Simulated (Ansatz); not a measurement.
Ansatz (a quantum-chemistry and plane-wave program) input (CCSD(T)/aug-cc-pV(D+d)Z):
A basis named .json is the Basis Set Exchange file of that set.

Ansatz 0.2 input:
```yaml
crystal:
  periodic: [false, false, false]
  atoms:
    - {symbol: Al, position_ang: [-0.00000000, -0.00000000, -0.00000000]}
    - {symbol: O, position_ang: [1.08387014, 0.23684392, -1.15591815]}
    - {symbol: H, position_ang: [1.97421996, 0.32657496, -1.49885011]}
    - {symbol: O, position_ang: [-1.08387014, -0.23684392, 1.15591815]}
    - {symbol: H, position_ang: [-1.97421996, -0.32657496, 1.49885011]}
basis:
  gaussian:
    orbitals: aug-cc-pV_D+d_Z.json
total_charge: 1
magnetization: {spin_polarized: false}
correlation: {method: ccsd_t, electrons: outside_noble_gas}
output: {forces: true}
```

Output:

```
Functional definition: HF
integrals: 0.12 GiB planned
946 factors; integrals over basis functions are off by at most 7.2e-4 eV
mean field: 0.25 GiB planned
mean field evaluation 1: about -10673.8003 eV, gradient 8.2e1 eV
mean field evaluation 2: about -10673.8009 eV, gradient 8.2e1 eV
mean field evaluation 4: about -10685.0001 eV, gradient 2.6e0 eV
mean field evaluation 8: about -10685.0222 eV, gradient 1.1e-1 eV
mean field evaluation 16: about -10685.0192 eV, gradient 4.6e-1 eV
mean field -10685.02231523 eV, -392.6673275165 hartree, gradient 1.9e-6 eV, S^2 0.000000; 0 other end points of the search recorded, 0 dependent functions left out
7 core orbitals not correlated
reference -10685.02231523 eV, -392.6673275165 hartree; 8, 8 occupied and 81, 81 virtual orbitals, 946 factors
densities: 0.48 GiB planned
second order -12.16147074 eV of doubles, -0.00000000 eV of singles
coupled cluster: 0.33 GiB planned
cycle   1  -12.05392985 eV  change    1.1e-1 eV  update   8.7e-2
cycle   2  -12.31054746 eV  change   -2.6e-1 eV  update   2.5e-2
cycle   3  -12.39438500 eV  change   -8.4e-2 eV  update   1.4e-2
cycle   4  -12.38845163 eV  change    5.9e-3 eV  update   3.0e-3
cycle   5  -12.38612797 eV  change    2.3e-3 eV  update   1.3e-3
cycle   6  -12.38690315 eV  change   -7.8e-4 eV  update   4.6e-4
cycle   7  -12.38675115 eV  change    1.5e-4 eV  update   2.0e-4
cycle   8  -12.38666860 eV  change    8.3e-5 eV  update   7.1e-5
cycle   9  -12.38670000 eV  change   -3.1e-5 eV  update   2.9e-5
cycle  10  -12.38670741 eV  change   -7.4e-6 eV  update   8.2e-6
perturbative correction -0.32648610 eV, -0.0119981428 hartree
the calculation of the forces begins
Total energy: -10697.73550874 eV, -393.1345287607 hartree
Atom 0 at    -0.000000    -0.000000    -0.000000 Å, force     0.000000     0.000000    -0.000000 eV/Å
Atom 1 at     1.083870     0.236844    -1.155918 Å, force     0.411614     0.102133    -0.509505 eV/Å
Atom 2 at     1.974220     0.326575    -1.498850 Å, force     0.026764    -0.002264     0.018401 eV/Å
Atom 3 at    -1.083870    -0.236844     1.155918 Å, force    -0.411614    -0.102133     0.509505 eV/Å
Atom 4 at    -1.974220    -0.326575     1.498850 Å, force    -0.026763     0.002264    -0.018401 eV/Å
Dipole moment:     0.000000     0.000000    -0.000000 e Å
```

It need not be the lowest isomer of its formula.
